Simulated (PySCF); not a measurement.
Ag(Cl) cation (AgCl), SMILES [Cl][Ag] (connectivity only; charge and spin as stated), charge +1, multiplicity 2. Geometry optimised at B3LYP-D3(BJ)/def2-TZVPD. The multiplicity is an assumed one; other spin states were not compared. The def2 effective core potentials stand for the cores of Ag; spin–orbit coupling is left out.

All values below come from PySCF with B3LYP-D3(BJ)/def2-TZVPD.

Harmonic wavenumbers (cm⁻¹): 189. Rotational constants (GHz): 3.141 (linear); symmetry number 1.

**Question.** Work out the zero-point energy and the ideal-gas rigid-rotor harmonic-oscillator thermochemistry at 298.15 K and 1 atm.

**Answer.** ZPE = ½ Σ hcν = ½ × 189 cm⁻¹ = 1.13 kJ/mol. H − E(el) = 11.32 kJ/mol. Entropy in J/(mol K): translation 170.67, rotation 71.42, vibration 9.38, spin 5.76, total 257.23. G − E(el) = -65.37 kJ/mol. Cp = 36.86 J/(mol K).
